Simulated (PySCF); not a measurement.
Members of one series of related molecules.

All values: PBE0/pcSseg-1 (PySCF) at GFN2-xTB geometries, gas phase, one conformer each.

Problem. Rank by the highest IAO charge on any atom, highest value first.
A. `P[Si@@](N)(C#CC)[SiH2]C`
B. `CC#C[Si@](N)(P)[SiH2]NC`
C. `CC#C[Si@@](N)(P)[SiH2]C#N`

Solution. C (+0.764 e), A (+0.740 e), B (+0.716 e).

All values together:

```csv
SMILES,change,formula,μ (D),HOMO (eV),LUMO (eV),lowest IAO charge (e),highest IAO charge (e),lowest Hirshfeld charge (e),highest Hirshfeld charge (e)
CC#C[Si@](N)([SiH3])P,parent,C3H10NPSi2,2.85,-6.96,-0.42,-0.833 (N),+0.747 (Si),-0.320 (N),+0.290 (Si)
C#C[SiH2][Si@](N)(P)C#CC,H on Si replaced by ethynyl,C5H10NPSi2,2.15,-7.06,-0.58,-0.833 (N),+0.754 (Si),-0.318 (N),+0.289 (Si)
CC#C[Si@@](N)(P)[SiH2]P,H on Si replaced by PH2,C3H11NP2Si2,3.18,-7.02,-0.61,-0.832 (N),+0.752 (Si),-0.317 (N),+0.284 (Si)
CC#C[Si@](N)(P)[SiH2]C,H on Si replaced by CH3,C4H12NPSi2,2.25,-6.91,-0.39,-0.834 (N),+0.740 (Si),-0.320 (N),+0.284 (Si)
CC#C[Si@@](N)(P)[SiH2]C#N,H on Si replaced by CN,C4H9N2PSi2,4.61,-7.44,-0.95,-0.836 (N),+0.764 (Si),-0.319 (N),+0.295 (Si)
CC#C[Si@](N)(P)[SiH2]NC,H on Si replaced by NHCH3,C4H13N2PSi2,1.51,-6.53,-0.49,-0.831 (N),+0.716 (Si),-0.322 (N),+0.286 (Si)
CC#C[Si@@](N)(P)[SiH2]N,H on Si replaced by NH2,C3H11N2PSi2,0.90,-6.73,-0.59,-0.838 (N),+0.743 (Si),-0.322 (N),+0.290 (Si)
```

Conformers: `[CH3:1][C:2]#[C:3][Si@:4]([NH2:5])([SiH3:6])[PH2:7]` with C3–Si4–N5–H 77° and -65°, C3–Si4–P7–H -25° and 67°; `[CH:1]#[C:2][SiH2:3][Si@:4]([NH2:5])([PH2:6])[C:7]#[C:8][CH3:9]` with C2–Si3–Si4–N5 -62°, Si3–Si4–N5–H 56° and -164°, Si3–Si4–P6–H -59° and 34°; `[CH3:1][C:2]#[C:3][Si@@:4]([NH2:5])([PH2:6])[SiH2:7][PH2:8]` with C3–Si4–N5–H 75° and -71°, C3–Si4–P6–H 66° and -26°, C3–Si4–Si7–P8 78°, Si4–Si7–P8–H -156° and -63°; `[CH3:1][C:2]#[C:3][Si@:4]([NH2:5])([PH2:6])[SiH2:7][CH3:8]` with C3–Si4–N5–H 63° and -76°, C3–Si4–P6–H -64° and -157°, C3–Si4–Si7–C8 -84°; `[CH3:1][C:2]#[C:3][Si@@:4]([NH2:5])([PH2:6])[SiH2:7][C:8]#[N:9]` with C3–Si4–N5–H -58° and 81°, C3–Si4–P6–H 158° and 65°, C3–Si4–Si7–C8 -62°; `[CH3:1][C:2]#[C:3][Si@:4]([NH2:5])([PH2:6])[SiH2:7][NH:8][CH3:9]` with C3–Si4–N5–H 66° and -74°, C3–Si4–P6–H 14° and -79°, C3–Si4–Si7–N8 129°, Si4–Si7–N8–C9 50°; `[CH3:1][C:2]#[C:3][Si@@:4]([NH2:5])([PH2:6])[SiH2:7][NH2:8]` with C3–Si4–N5–H 149° and -71°, C3–Si4–P6–H -38° and 55°, C3–Si4–Si7–N8 -90°, Si4–Si7–N8–H -44° and 176°.

Problem. Give the shifts from the parent, `CC#C[Si@](N)([SiH3])P`.

Solution. 
```json
{"SMILES": "C#C[SiH2][Si@](N)(P)C#CC", "change in μ (D)": "-0.70", "change in HOMO (eV)": "-0.10", "change in LUMO (eV)": "-0.16"}
{"SMILES": "CC#C[Si@@](N)(P)[SiH2]P", "change in μ (D)": "+0.33", "change in HOMO (eV)": "-0.06", "change in LUMO (eV)": "-0.19"}
{"SMILES": "CC#C[Si@](N)(P)[SiH2]C", "change in μ (D)": "-0.60", "change in HOMO (eV)": "+0.05", "change in LUMO (eV)": "+0.03"}
{"SMILES": "CC#C[Si@@](N)(P)[SiH2]C#N", "change in μ (D)": "+1.76", "change in HOMO (eV)": "-0.48", "change in LUMO (eV)": "-0.53"}
{"SMILES": "CC#C[Si@](N)(P)[SiH2]NC", "change in μ (D)": "-1.34", "change in HOMO (eV)": "+0.43", "change in LUMO (eV)": "-0.07"}
{"SMILES": "CC#C[Si@@](N)(P)[SiH2]N", "change in μ (D)": "-1.95", "change in HOMO (eV)": "+0.23", "change in LUMO (eV)": "-0.17"}
```
